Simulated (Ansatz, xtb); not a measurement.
C4H4OSe: which of two isomers lies lower

Structure X is `Oc1ccc[se]1`, a singlet and structure Y is `C=C1OC=C[Se]1`, a singlet. Both are isolated molecules in the gas phase, relaxed with B3LYP-D3(BJ)/def2-SVP; the shapes shown needn't be the lowest conformers.

X (Å):

```tsv
atom	x (Å)	y (Å)	z (Å)
C	-2.0805	0.6670	1.1749
C	-1.1371	-0.3212	1.0805
C	0.1733	0.1491	0.7264
C	0.2867	1.4950	0.5379
O	-3.3902	0.5824	1.4822
Se	-1.3584	2.3720	0.8049
H	-3.6149	-0.3449	1.6447
H	-1.3681	-1.3742	1.2603
H	1.0229	-0.5284	0.6156
H	1.1762	2.0611	0.2677
```

Y (Å):

```yaml
atoms:
  - { symbol: C, position_ang: [-2.9661, -0.2422, 1.3846] }
  - { symbol: C, position_ang: [-1.7886, 0.3151, 1.0812] }
  - { symbol: C, position_ang: [0.5167, 0.3646, 0.9394] }
  - { symbol: C, position_ang: [0.3679, 1.5868, 0.4165] }
  - { symbol: O, position_ang: [-0.5969, -0.3332, 1.3005] }
  - { symbol: Se, position_ang: [-1.4743, 2.0582, 0.3081] }
  - { symbol: H, position_ang: [-2.9965, -1.2421, 1.8203] }
  - { symbol: H, position_ang: [-3.8989, 0.2897, 1.2023] }
  - { symbol: H, position_ang: [1.4463, -0.1729, 1.1241] }
  - { symbol: H, position_ang: [1.1648, 2.2492, 0.0873] }
```

Quicker runs give these differences E(Y) − E(X): GFN2-xTB +38.2 kJ/mol; HF/STO-3G +34.2 kJ/mol (at GFN2-xTB geometries); r2SCAN-D4/def2-SVP +77.5 kJ/mol (at GFN2-xTB geometries).

Question: Estimate E(Y) − E(X) at the level CCSD(T)/def2-SVP + ΔMP2/def2-TZVPP.

Answer: Calculated at CCSD(T)/def2-SVP + ΔMP2/def2-TZVPP: E(Y) − E(X) = +78.3 kJ/mol, so structure X lies lower.

How the difference moves with the method:

| level | geometry | E(Y) − E(X) (kJ/mol) | departure from the last row (kJ/mol) | job, with rough time for the two |
| --- | --- | --- | --- | --- |
| GFN2-xTB | GFN2-xTB | +38.2 | −40.1 | optimisation, 0.09 s |
| HF/STO-3G | GFN2-xTB | +34.2 | −44.1 | single point, 0.32 s |
| r2SCAN-D4/def2-SVP | GFN2-xTB | +77.5 | −0.8 | single point, 1.7 s |
| B3LYP-D3(BJ)/def2-SVP | B3LYP-D3(BJ)/def2-SVP | +70.7 | −7.6 | optimisation, 16 s |
| HF/def2-SVP | B3LYP-D3(BJ)/def2-SVP | +70.7 | −7.6 | part of the CCSD(T) run |
| MP2/def2-SVP | B3LYP-D3(BJ)/def2-SVP | +95.7 | +17.4 | part of the CCSD(T) run |
| CCSD(T)/def2-SVP | B3LYP-D3(BJ)/def2-SVP | +75.9 | −2.4 | single point |
| CCSD(T)/def2-SVP + ΔMP2/def2-TZVPP | B3LYP-D3(BJ)/def2-SVP | +78.3 |  | single point, 25 s |

As drawn, Y has 2 C=C, 1 C–O, 2 C–Se, 1 C–H in place of 3 C∷C, 2 C∷Se, 1 O–H (∷ is an aromatic bond). Structure X has a 5-membered ring (with an aromatic ring), Y a 5-membered ring.

None of the levels shown reverses the order. The largest departure from CCSD(T)/def2-SVP + ΔMP2/def2-TZVPP is that of HF/STO-3G, 44.1 kJ/mol. The last row adds to CCSD(T) the change of the MP2 difference between the two basis sets, here +2.4 kJ/mol.

With thermal terms from frequencies at re-optimised GFN2-xTB minima (ideal gas, soft modes damped towards free rotors, one conformer each, 298.15 K, 1 atm): on the last row, ΔE + ΔZPE = +76.9, ΔH = +76.9, ΔG = +76.5 kJ/mol.

The correlated steps freeze 14 core orbitals; the filled d shell of Se is correlated, in a basis made for valence electrons. Codes used: Ansatz 0.2.0, xtb 6.7.1; the last row on 2 threads of AMD EPYC 9R45 96-Core Processor (Zen 5) on a shared host.
